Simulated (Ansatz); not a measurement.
Harmonic frequencies (cm⁻¹) at PBE0-D4/def2-TZVP from Ansatz: 166, 183, 232, 252, 337, 382, 435, 502, 665, 738, 1042, 1068, 1537, 3570, 3677.

Each molecule was computed in one conformer, which needn't be the lowest.

Question: Which molecule is it?
A. `[NH2][Mo](=[O])(=[O])[Cl]`
B. `[O]=[Mo](=[O])([OH])[Cl]`
C. `[NH2][Mo](=[O])([F])=[S]`
D. `[NH2][Mo](=[S])(=[S])[Cl]`

Answer: A.
